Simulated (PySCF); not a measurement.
**Molecular orbitals of CsRb⁺**

TPSS at R = 5.265 Å; Cs def2-SVP with ECP46, Rb def2-SVP with ECP28; scalar-relativistic core potentials (PySCF 2.14). State: ²Σ⁺ (doublet), unpaired electrons σ ↑. Only the outer orbitals are listed, counted within each symmetry, core potentials removing the inner ones.

```tsv
spin	orbital	occ.	ε (eV)	on Cs (%)	main shells (%)
α	2σ	1	-31.15	100	100 Cs s
α	1π	1	-19.80	0	100 Rb p
α	1π	1	-19.80	0	100 Rb p
α	3σ	1	-19.78	0	100 Rb p
α	2π	1	-17.45	100	100 Cs p
α	2π	1	-17.45	100	100 Cs p
α	4σ	1	-17.41	100	100 Cs p
α	5σ	1	-5.66	21	58 Rb s, 17 Cs s, 16 Rb p
α	6σ	0	-4.42	59	65 Cs s, 47 Rb s
α	3π	0	-3.67	43	41 Rb p, 24 Cs d, 19 Cs p
α	3π	0	-3.67	43	41 Rb p, 24 Cs d, 19 Cs p
β	2σ	1	-31.12	100	100 Cs s
β	1π	1	-19.75	0	100 Rb p
β	1π	1	-19.75	0	100 Rb p
β	3σ	1	-19.71	0	100 Rb p
β	2π	1	-17.42	100	100 Cs p
β	2π	1	-17.42	100	100 Cs p
β	4σ	1	-17.35	100	100 Cs p
β	5σ	0	-5.31	28	53 Rb s, 23 Cs s, 14 Rb p
β	6σ	0	-4.19	58	68 Cs s, 54 Rb s
β	3π	0	-3.17	59	41 Cs d, 28 Rb p, 18 Cs p
```

**Question.** Which are the highest filled and the lowest empty level, where do they sit, and how wide is the gap?

**Answer.** Highest filled α 5σ at -5.66 eV (in %: 58 Rb s, 17 Cs s, 16 Rb p); lowest empty β 5σ at -5.31 eV (in %: 53 Rb s, 23 Cs s, 14 Rb p); the gap at TPSS is 0.35 eV.

- bond order (Mayer): 0.33
- ⟨S²⟩: 0.750
- charge on Cs (Mulliken, basis-dependent): 0.79
- charge on Cs (Löwdin, basis-dependent): 0.57
- dipole moment (positive dipole points towards Rb; it is taken about the centre of mass and depends on that origin): 1.39 D

Spin–orbit coupling is left out. The state is the lowest determinant that a PBE0 search found; another state may lie lower at other levels.
